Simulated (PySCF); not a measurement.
Vertical excitations of a molecule C5H8O from PySCF 2.14.0 with TDDFT-ωB97X/def2-SVPD, as energy in eV (oscillator strength): 7.08 (0.239), 7.32 (0.016), 7.68 (0.036), 7.71 (0.007), 8.47 (0.067), 8.57 (0.021), 8.64 (0.001). Lowest triplet (TDA): 4.30 eV. Geometry: B3LYP-D3(BJ)/def2-SVP. Other conformers were not sampled.

Problem. Identify the compound among the candidates.
A) C=C1CC(O)C1
B) C#CCOCC
C) OC1CC=CC1
D) OC[C@@H]1C=CC1

Solution. C, OC1CC=CC1
